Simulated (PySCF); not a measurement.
Cost of excited-state runs on `C#CCC(=O)OC1=CC1`, C7H6O2

Geometry:
| atom | x (Å) | y (Å) | z (Å) |
| --- | --- | --- | --- |
| C1 | 3.222 | 1.053 | -0.016 |
| C2 | 2.610 | 0.059 | 0.245 |
| C3 | 1.831 | -1.128 | 0.541 |
| C4 | 0.452 | -0.953 | -0.063 |
| O5 | 0.056 | -1.457 | -1.073 |
| O6 | -0.283 | -0.112 | 0.708 |
| C7 | -1.520 | 0.207 | 0.302 |
| C8 | -2.513 | 0.135 | -0.532 |
| C9 | -2.710 | 1.012 | 0.691 |
| H10 | 3.781 | 1.913 | -0.235 |
| H11 | 2.306 | -2.005 | 0.098 |
| H12 | 1.746 | -1.248 | 1.624 |
| H13 | -2.952 | -0.232 | -1.424 |
| H14 | -2.683 | 2.091 | 0.590 |
| H15 | -3.347 | 0.670 | 1.500 |

PySCF with density fitting, on 2 threads of an Intel Xeon 6975P-C, shared host. Command: `OMP_NUM_THREADS=2 python excited_run.py task.json out`

(1) How long does each of these runs take, and how much memory?
- first hyperpolarisability, CAM-B3LYP/def2-SVPD; wavelengths [1907, 1064] nm; writes grids
- excited states, PBE0/def2-SVPD; Tamm-Dancoff; spin-orbit couplings; 6 states; 5 triplets; quadratic response for 4 states; writes grids

Results:

(1) 
```csv
run,level,basis functions,wall time,peak memory (GiB)
first hyperpolarisability,CAM-B3LYP/def2-SVPD,234,28 s,1.1
excited states,PBE0/def2-SVPD,234,25 s,0.95
```
Times from a shared host are rough.
